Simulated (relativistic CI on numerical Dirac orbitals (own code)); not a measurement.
# Pr⁺: calculation against measurement

Computed by Dirac-Coulomb-Breit CI, KLI orbitals optimised for each configuration, a model potential for QED, valence Slater integrals scaled by 0.85, P86 correlation energy added to each configuration (own radial code, finite nucleus).

Configuration list (outside the closed core [Xe]): 4f3.6s, 4f3.5d, 4f2.5d2, 4f3.6p, 4f2.6s.5d, 4f2.6s2, 4f2.6s.6p, 4f2.6p2, 4f.6s2.5f, 4f3.7s, 4f2.5d.7s, 4f2.6s.8s, 4f2.5d.6p, 4f.5d2.6p, 4f.5d.6p2, 4f.6s2.5d, 6s2.5d2, 6s2.5d.6p, 4f.6s.7s2, 4f.5d.7s2, 4f.6p.7s2, 6s.5d.7s2, 6s2.7s2, 6s.6p.7s2. Double excitations out of closed p, d and f shells are left out; levels of such configurations are missing from the list, as are those of other unlisted configurations, and high levels can miss mixing partners.

| Configuration | Term (tabulated) | J | Measured (cm⁻¹) | Computed | Error | Purity (%) |
| --- | --- | --- | --- | --- | --- | --- |
| 4f3.6s | (9/2,1/2)° | 4 | 0.0 | 0 | 0 | 92 |
| 4f3.6s | (9/2,1/2)° | 5 | 441.9 | 586 | 144 | 66 |
| 4f3.6s | (11/2,1/2)° | 6 | 1649.0 | 1766 | 117 | 79 |
| 4f3.6s | (11/2,1/2)° | 5 | 1743.7 | 1912 | 168 | 66 |
| 4f3.6s | (13/2,1/2)° | 7 | 2998.4 | 3111 | 113 | 87 |
| 4f3.6s | (13/2,1/2)° | 6 | 3403.2 | 3612 | 209 | 78 |
| 4f3.5d | 5L° | 6 | 3893.5 | 2193 | -1700 | 95 |
| 4f3.5d | 5K° | 5 | 4097.6 | 2703 | -1395 | 94 |
| 4f3.6s | (15/2,1/2)° | 8 | 4437.1 | 4561 | 123 | 76 |
| 4f3.6s | (15/2,1/2)° | 7 | 5079.3 | 5332 | 252 | 86 |
| 4f3.5d | 5L° | 7 | 5108.4 | 3324 | -1784 | 96 |
| 4f3.5d | 5K° | 6 | 5226.5 | 3744 | -1483 | 95 |
| 4f2.5d2 | 5L | 6 | 5854.5 | -4750 | -10605 | 88 |
| 4f3.5d | 5K° | 7 | 6413.9 | 4885 | -1529 | 96 |
| 4f3.5d | 5L° | 8 | 6417.8 | 4569 | -1849 | 79 |
| 4f3.5d | 5K° | 8 | 7659.7 | 6115 | -1545 | 96 |
| 4f3.5d | 5L° | 9 | 7805.6 | 5906 | -1900 | 98 |
| 4f3.5d | 5K° | 9 | 8958.4 | 7413 | -1545 | 96 |
| 4f3.5d | 5L° | 10 | 9255.2 | 7323 | -1932 | 99 |

Measured levels from NIST Handbook of Basic Atomic Spectroscopic Data (Sansonetti and Martin, J. Phys. Chem. Ref. Data 34, 1559 (2005)); pairs were made by configuration, J and term (by order where the table uses no LS term), so strongly mixed levels may be paired wrongly.

Mean error by configuration (cm⁻¹): 4f3.6s 161; 4f3.5d -1666; 4f2.5d2 -10605. Over the excited levels the mean absolute error is 1577 cm⁻¹ (18 of the 18 excited levels that our extract of the source holds in range could be paired), and the median relative error of those above 1,000 cm⁻¹ is 21 %. Some levels of the ground configuration have no partner.
